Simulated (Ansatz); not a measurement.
`C[O][Ge]([O]C)([O]C)[Si](Cl)(Cl)Cl` and `C[O][Ge]([O]C)([O]C)[O]C` differ in one atom or group.

Ansatz, PBE0-D4/def2-TZVP geometries, multiplicity 1. Each molecule was computed in one conformer, which needn't be the lowest.

Scalar relativity is left out up to krypton.

| property | `C[O][Ge]([O]C)([O]C)[Si](Cl)(Cl)Cl` |
| --- | --- |
| LUMO energy (PBE/def2-TZVPP) / eV | -1.50 |
| size of the dipole moment (PBE/def2-TZVPP) / D | 1.35 |
| HOMO energy (PBE0/def2-TZVPP) / eV | -7.91 |
| HOMO energy (ωB97M-V/def2-TZVPP) / eV | -10.06 |
| size of the dipole moment (B3LYP/def2-TZVPP) / D | 1.40 |
| LUMO energy (PBE0/def2-TZVPP) / eV | -0.63 |

(1) Give the same properties after the change, and the shifts. (Best estimate.)

## Answers

(1) Computed: 
| property | `C[O][Ge]([O]C)([O]C)[O]C` | shift |
| --- | --- | --- |
| LUMO energy (PBE/def2-TZVPP) / eV | -0.82 | 0.68 |
| size of the dipole moment (PBE/def2-TZVPP) / D | 0.00 | -1.35 |
| HOMO energy (PBE0/def2-TZVPP) / eV | -8.09 | -0.18 |
| HOMO energy (ωB97M-V/def2-TZVPP) / eV | -10.54 | -0.48 |
| size of the dipole moment (B3LYP/def2-TZVPP) / D | 0.00 | -1.40 |
| LUMO energy (PBE0/def2-TZVPP) / eV | 0.27 | 0.90 |

With PBE0 the HOMO falls by 0.18 eV and the LUMO rises by 0.90 eV, so the gap widens by about 1.08 eV. PBE moves the HOMO by 0.03 eV and ωB97M-V by -0.48 eV.

B3LYP here is the variant with VWN-RPA as its local correlation; programs differ in this.
